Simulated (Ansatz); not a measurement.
```yaml
crystal:
  periodic: [false, false, false]
  atoms:
    - {symbol: C, position_ang: [2.092363, 0.070505, 1.318642]}
    - {symbol: C, position_ang: [1.228340, -0.206472, 0.523793]}
    - {symbol: Si, position_ang: [-0.123793, -0.561377, -0.641704]}
    - {symbol: C, position_ang: [-1.588848, 0.649064, -0.299427]}
    - {symbol: O, position_ang: [-2.585576, 0.600715, -0.972250]}
    - {symbol: H, position_ang: [2.860601, 0.309867, 2.018357]}
    - {symbol: H, position_ang: [0.329582, -0.356052, -2.037487]}
    - {symbol: H, position_ang: [-0.615976, -1.946627, -0.453491]}
    - {symbol: H, position_ang: [-1.508091, 1.394077, 0.526568]}
basis:
  gaussian: {orbitals: LANL2DZ, final_grid: {core_spheres: 5, valence_spheres: 4, degree: 11}}
hamiltonian: {xc: {name: wPBEh}}
scf: {lower_state_search: off}
output: {forces: true}
```

```sh
$ ansatz run in.yaml --threads 2 --pin off --events-out ev --progress --plain --max-ram 4352MiB
```

It prints (some lines left out):

```
Error: <dir> can't be read: No such file or directory (os error 2)
```
